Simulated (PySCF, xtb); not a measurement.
Sb(Et)3 (C₆H₁₅Sb), SMILES C[CH2][Sb]([CH2]C)[CH2]C.

GFN2-xTB (xtb) at its own geometry gives an orbital gap of 4.67 eV and a dipole moment of 0.64 D.

Geometry optimised at B3LYP-D3(BJ)/def2-SVP. The isomer is the one that the SMILES or the coordinates give; other isomers of the formula were not compared. The def2 effective core potentials stand for the cores of Sb; spin–orbit coupling is left out. Other conformers were not sampled.

### Question
What does PBE0/def2-SVP (PySCF) give? (Estimate from the structure and the level; the computed values follow.)

### Answer
gap 6.58 eV (levels -6.15 and 0.43 eV), dipole 0.78 D.
